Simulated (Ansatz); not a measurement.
ClHO2SW (`[O]=[W]([OH])(=[S])[Cl]`), one more setting.

```yaml
crystal:
  periodic: [false, false, false]
  atoms:
    - {symbol: O, position_ang: [-0.827036, -1.629108, -0.243124]}
    - {symbol: W, position_ang: [0.043460, -0.253082, -0.287389]}
    - {symbol: O, position_ang: [-0.456775, 0.932031, 1.182842]}
    - {symbol: S, position_ang: [2.034599, -0.950303, -0.144030]}
    - {symbol: Cl, position_ang: [-0.404765, 0.554468, -2.335527]}
    - {symbol: H, position_ang: [0.048036, 1.409898, 1.690610]}
basis:
  gaussian: {orbitals: def2-mTZVPP}
magnetization: {spin_polarized: true, initial_magnetization: 2}
hamiltonian: {xc: {name: B2GP-PLYP}}
```

```sh
$ ansatz run in.yaml --threads 4 --pin off --events-out ev --progress --plain --max-ram 10444MiB
```

Shortened log:

```
Functional definition: B2GP-PLYP
  name "B2GP-PLYP"
  cite "Karton, Tarnopolsky, Lamère, Schatz & Martin, J. Phys. Chem. A 112, 12868 (2008) doi:10.1021/jp801805p"
  cite "Becke, Phys. Rev. A 38, 3098 (1988) doi:10.1103/PhysRevA.38.3098"
  cite "Lee, Yang & Parr, Phys. Rev. B 37, 785 (1988) doi:10.1103/PhysRevB.37.785"
  parameter a = 0.65
  parameter c = 0.36
  exchange = (1 - a)*b88_x + a*exact_x
  correlation = (1 - c)*lyp_c + c*(mp2_os + mp2_ss)
1371 factors; integrals over basis functions are off by at most 6.7e-4 eV
mean field evaluation 1: about -29257.7846 eV, gradient 4.9e1 eV
mean field evaluation 2: about -29257.8102 eV, gradient 4.9e1 eV
mean field evaluation 4: about -29265.4641 eV, gradient 1.3e1 eV
mean field evaluation 8: about -29266.0756 eV, gradient 4.3e-1 eV
mean field evaluation 16: about -29266.1005 eV, gradient 9.6e-2 eV
mean field evaluation 32: about -29266.1051 eV, gradient 1.8e-3 eV
mean field evaluation 64: about -29266.1051 eV, gradient 7.5e-6 eV
mean field -29266.10508719 eV, -1075.5095246758 hartree, gradient 7.5e-6 eV, S^2 2.020188; 5 other end points of the search recorded, 0 dependent functions left out
12 core orbitals not correlated: weight in the atoms' cores, before any rotation towards them, 1.000 or more for the frozen orbitals, at most 0.000 for the correlated occupied ones
reference -29266.10520436 eV, -1075.5095289815 hartree; 21, 19 occupied and 110, 112 virtual orbitals, 1371 factors
second order -32.96988000 eV of doubles, -0.00000000 eV of singles
Total energy: -29277.97436116 eV, -1075.9457124487 hartree
```

It took 10 s on 4 threads of an Intel Xeon Platinum 8488C on a shared host, with 0.57 GiB of host memory at the peak.
